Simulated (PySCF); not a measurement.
Two species compared at the same levels of theory.

First species: C4H4FNO2.
SMILES: `O=CC(=O)N/C=C\F`

Second species: C4H4FNO2.
Numbering: `[O:1]=[CH:2][C:3](=[O:4])[NH:5]/[CH:6]=[CH:7]/[F:8]` (hydrogens: H9 on C2; H10 on N5; H11 on C6; H12 on C7)

Geometry (GFN2-xTB, Å), atoms numbered from 1 in this order:
```
atom  x, y, z in Å
O1     2.6837   -0.7597   -0.0089
C2     2.3824    0.3831   -0.2230
C3     0.9470    0.8822   -0.1915
O4     0.6443    2.0339   -0.4100
N5     0.0797   -0.1208    0.1076
C6    -1.2859    0.0443    0.2033
C7    -2.1217   -0.9451    0.4943
F8    -3.4405   -0.7271    0.5742
H9     3.1169    1.1686   -0.4600
H10    0.4839   -1.0382    0.2662
H11   -1.6313    1.0521    0.0213
H12   -1.8572   -1.9740    0.6886
```

Levels: wB97X-D/def2-SVPD for dipole moment, HOMO energy, LUMO energy, HOMO–LUMO gap, static isotropic polarisability and electronic spatial extent ⟨r²⟩ about the centre of nuclear charge; TDDFT wB97X-D/def2-SVPD for lowest singlet excitation; TDA wB97X-D/def2-SVPD for lowest triplet excitation (Tamm–Dancoff); GFN2-xTB for rotational constant A and rotational constant C. Geometries: GFN2-xTB. Each structure is a single optimised conformer of the isolated species, non-relativistic unless stated; the electronic structure was computed with PySCF and density fitting.

The conformers computed, where there is a choice (atom-mapped SMILES and torsion angles):
- `[O:1]=[CH:2][C:3](=[O:4])[NH:5]/[CH:6]=[CH:7]\[F:8]`: O1–C2–C3–O4 180°, C2–C3–N5–C6 180°, C3–N5–C6–C7 180°
- `[O:1]=[CH:2][C:3](=[O:4])[NH:5]/[CH:6]=[CH:7]/[F:8]`: O1–C2–C3–O4 180°, C2–C3–N5–C6 180°, C3–N5–C6–C7 180°

```tsv
property	column X	column Y
dipole moment	0.97 D	1.89 D
HOMO energy	-8.98 eV	-8.90 eV
LUMO energy	-0.98 eV	-1.02 eV
HOMO–LUMO gap	8.00 eV	7.88 eV
lowest singlet excitation	3.36 eV	3.38 eV
lowest triplet excitation (Tamm–Dancoff)	2.85 eV	2.87 eV
static isotropic polarisability	67.7 au	68.1 au
electronic spatial extent ⟨r²⟩ about the centre of nuclear charge	1135 bohr²	1276 bohr²
rotational constant A	3.711 GHz	5.050 GHz
rotational constant C	0.907 GHz	0.787 GHz
```

**Question.** Which column belongs to which species?

**Answer.** Column X is the first species and column Y the second. The first has 12 atoms and 60 electrons, the second 12 and 60.

**Question.** How does each property change from the first species to the second?

**Answer.** dipole moment +0.92 D; HOMO energy +0.08 eV; LUMO energy -0.04 eV; HOMO–LUMO gap -0.12 eV; lowest singlet excitation +0.02 eV; lowest triplet excitation (Tamm–Dancoff) +0.02 eV; static isotropic polarisability +0.4 au; electronic spatial extent ⟨r²⟩ about the centre of nuclear charge +141 bohr²; rotational constant A +1.339 GHz; rotational constant C -0.120 GHz.

On the first: The dipole equals about 3.2 × 10⁻³⁰ C·m (1 D = 3.33564 × 10⁻³⁰ C·m). No computed singlet falls in the visible range (750 to 380 nm, 1.65 to 3.26 eV); S1 lies 0.10 eV above its blue end.

On the second: In atomic units the dipole is 0.74 e·bohr (1 au = 2.5417 D). No computed singlet falls in the visible range (750 to 380 nm, 1.65 to 3.26 eV); S1 lies 0.12 eV above its blue end.
